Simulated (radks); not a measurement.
Problem. All-electron atom: the osmium ion Os+ in [Xe] 4f14 5d6 6s1. Method: scalar-relativistic Kohn-Sham, r2SCAN, spin-polarised, spherical densities, finite nucleus; open shells are filled with parallel spins first (spin-orbit coupling, left out, can overturn this in heavy ions); meta-GGA in the generalised Kohn-Sham scheme; Fermi nuclear charge, rms radius 5.4126 fm; computed with a radial shooting solver on a logarithmic mesh with Libxc functionals. Some entries of the table are withheld. Estimate them.

orbital,occ.,eigenvalue (hartree),<r^2> (bohr^2)
1s down,1,-2717.616,0.0004336
1s up,1,-2717.616,0.0004336
2s up,1,-474.5355,0.006641
2s down,1,-474.5230,0.006641
2p up,3,-413.1882,0.005534
2p down,3,-413.1785,0.005533
3s up,1,-111.0298,0.04291
3s down,1,-111.0284,0.04291
3p up,3,-92.93345,0.04383
3p down,3,-92.93103,0.04383
3d up,5,-72.66975,0.03639
3d down,5,-72.66243,0.03639
4s up,1,-23.88111,0.2104
4s down,1,-23.87051,0.2105
4p up,3,-17.91894,0.2396
4p down,3,-17.90957,0.2397
4d up,5,-10.47653,0.2768
4d down,5,-10.46521,0.2765
5s up,1,-3.76032,1.155
5s down,1,-3.68060,1.134
5p up,3,-2.25610,(1)
4f up,7,-2.22560,0.3849
4f down,7,-2.20656,0.3789
5p down,3,-2.14951,(2)
5d up,5,-0.57524,3.570
6s up,1,-0.52852,(3)
5d down,1,-0.43167,3.711
6s down,0,-0.39319,(4)

Solution. 
(1) 5p up <r^2> (bohr^2): 1.573
(2) 5p down <r^2> (bohr^2): 1.528
(3) 6s up <r^2> (bohr^2): 8.166
(4) 6s down <r^2> (bohr^2): 9.707
